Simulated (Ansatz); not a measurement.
The cluster Zn₅Te₄, relaxed as a singlet with RKS PBE-D4/def2-SVP in Ansatz, starting from the GFN1-xTB geometry. Force threshold 0.03 eV/Å.

In the def2 sets Te takes a core potential; there is no spin–orbit coupling. Another isomer (singlet) lies 1.14 eV lower at PBE0-D4/def2-SVP; other spin states weren't run for this one.

Start:

Cartesian coordinates in Å:
```
Zn 0.605 -2.325 0.610
Zn -0.489 2.729 0.908
Zn -1.644 0.480 1.159
Zn 1.768 1.764 1.822
Zn 0.538 -0.702 -2.108
Te 1.495 -2.952 -1.653
Te -2.108 0.323 -1.432
Te 0.110 1.819 -1.940
Te -0.274 -1.137 2.636
```

| step | energy (eV) | largest force component (eV/Å) | SCF passes |
| --- | --- | --- | --- |
| 1 | -271207.3621 | 0.726 | 21 |
| 2 | -271207.4891 | 0.742 | 28 |
| 3 | -271207.5916 | 0.153 | 22 |
| 4 | -271207.6026 | 0.047 | 21 |
| 5 | -271207.6146 | 0.062 | 21 |
| 6 | -271207.6456 | 0.092 | 20 |
| 7 | -271207.6886 | 0.107 | 21 |
| 8 | -271207.7454 | 0.138 | 20 |
| 9 | -271207.8080 | 0.198 | 20 |
| 10 | -271207.8711 | 0.164 | 21 |
| 11 (rejected) | -271207.8601 | 0.983 | 29 |
| 12 | -271207.8865 | 0.385 | 21 |
| 13 | -271207.9080 | 0.236 | 22 |
| 14 (rejected) | -271207.8867 | 1.185 | 21 |
| 15 | -271207.9154 | 0.186 | 20 |
| 16 | -271207.9176 | 0.173 | 21 |
| 17 | -271207.9183 | 0.036 | 24 |
| 18 | -271207.9185 | 0.034 | 25 |
| 19 | -271207.9187 | 0.036 | 24 |
| 20 | -271207.9188 | 0.026 | 24 |

Force components are those of the run's own axes.

End:

```xyz
9

Zn    0.317   -2.032    0.675
Zn   -0.459    2.648    0.478
Zn   -1.193    0.584    1.492
Zn    1.938    0.812    0.903
Zn    0.648   -0.295   -1.695
Te    1.980   -2.363   -1.195
Te   -1.967    0.150   -1.131
Te   -0.261    2.096   -2.289
Te   -1.003   -1.602    2.763
```

By distances, no bond broke or formed. The bond that changes most is Zn2–Zn4, from 2.62 to 3.05 Å (atoms count from 1).

No frequencies were taken in this run, so the end may be a saddle point.

It took 3.1 min on 4 threads of Intel Xeon on a shared host, peak host memory 0.69 GiB.
